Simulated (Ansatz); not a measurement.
H₃O₂PSi (`OP1O[SiH2]1`), relaxed with RKS PBE-D4/def2-SVP in Ansatz 0.2.0 from a rough embedded geometry. The force threshold is 0.03 eV/Å; the program also tests the step.

Charge 0, multiplicity 1.

Start:

```xyz
7

O    -1.109   -1.437    0.384
P    -0.302   -0.454    1.284
O    -0.517    0.757    0.349
Si    0.841    0.997   -0.591
H    -1.933   -1.057    0.047
H     0.977   -0.147   -1.590
H     2.043    1.342    0.116
```

How much energy does the relaxation release, and in how many steps? (Estimate.)

Computed: 136.56 kJ/mol, in 14 steps, 2 of them rejected.

Which bonds change most? (An estimate is asked.)

Computed: O3–Si4 from 1.668 to 1.846 Å; Si4–H6 from 1.525 to 1.683 Å; Si4–H7 from 1.437 to 1.553 Å; P2–Si4 from 2.632 to 2.540 Å.

Give the relaxed structure. (Best estimate.)

Computed: 
```xyz
7

O    -1.245   -1.492    0.299
P     0.042   -0.622    0.852
O    -0.413    0.927    0.657
Si    0.656    1.183   -0.826
H    -1.877   -0.945   -0.217
H     0.852   -0.484   -0.699
H     1.986    1.434   -0.066
```
